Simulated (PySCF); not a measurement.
# Reading the logs of faulty runs: GeH4NOSi

These are calculations, not measurements. The program is PySCF 2.14.0, an open-source quantum chemistry code, run on an isolated molecule that a program drew, which may never have been made. The molecule is GeH4NOSi (charge 0, doublet), drawn as the SMILES string `O[SiH]=[N][GeH2]`.

Each row is a Hartree-Fock (HF) and frozen-core CCSD(T) single point in the cc-pV(D+d)Z basis, meant for a local HF minimum. Run 1 is clean. Each other run has one planted mistake out of seven kinds, and not every kind appears here: one electron removed, one electron added, multiplicity raised by two, geometry at a saddle point, minimal basis STO-3G, one bond length entered in bohr, all coordinates scaled. The reference is restricted for singlets and unrestricted otherwise, and also for a bond in bohr. Adding or removing an electron swaps singlet and doublet. Electrons count all cores. HOMO and LUMO are orbital energies over both spins, the gradient is its largest component, and the lowest frequency (negative if imaginary) is given only where the gradient is small. Bond lengths are over the 7 bonds as drawn. T1 is the CCSD diagnostic: over 0.02 (restricted) or 0.045 (unrestricted) a single reference is doubtful. Germanium has the cc-pVDZ-PP basis, with a core potential (ECP10MDF) in place of its 10 inner electrons, and its 3s, 3p and 3d shells are frozen in CCSD(T).

Geometry of the clean run:
```xyz
8
GeH4NOSi, angstrom
O    -0.4786    1.7813   -0.7334
Si    0.1106    0.3478   -0.2678
N     0.4545   -0.8255   -1.2244
Ge    1.0665   -2.5105   -1.4579
H    -0.6256    1.9164   -1.6604
H     0.2240    0.4464    1.1871
H     2.3139   -2.4833   -2.3669
H    -0.0306   -3.3686   -2.1235
```

```
run,electrons,basis functions,<S^2>,HOMO (eV),LUMO (eV),gradient (hartree/bohr),lowest frequency (cm^-1),mean bond (Å),longest bond (Å),T1,HF (hartree),CCSD(T) (hartree),mistake
1,65,94,0.756,-7.82,1.84,1.2e-05,74,1.4967,1.808,0.0179,-713.95773,-714.53136,no fault
2,66,94,0.000,0.06,7.16,6.5e-02,-,1.4967,1.808,0.0181,-713.92071,-714.52483,one electron added
3,65,94,0.757,-7.95,1.67,2.4e-02,-,1.5341,1.853,0.0191,-713.95211,-714.53267,all coordinates scaled
4,65,94,1.742,-7.75,1.04,1.5e-02,-,1.7024,3.058,0.0294,-713.80900,-714.34914,one bond length entered in bohr
5,65,94,3.790,-5.19,0.08,1.3e-01,-,1.4967,1.808,0.0223,-713.82044,-714.35652,multiplicity raised by two
6,64,94,0.000,-16.30,-5.95,8.3e-02,-,1.4967,1.808,0.0237,-713.70413,-714.27996,?
```

**Which mistake was planted in run 6, and what did it cost?**

It counts 64 electrons, one fewer than the clean run, at the same geometry and basis. So the mistake is: one electron removed. Subtracting run 1 and multiplying by 627.51 kcal/mol a hartree, the energy moved by 159.1 kcal/mol in HF and 157.8 kcal/mol in CCSD(T).

Cautions from the logs. Run 2: the HOMO is above zero, so the electron isn't bound and the energy depends on the basis; run 6: T1 is over the limit, so its CCSD(T) energy is less reliable.
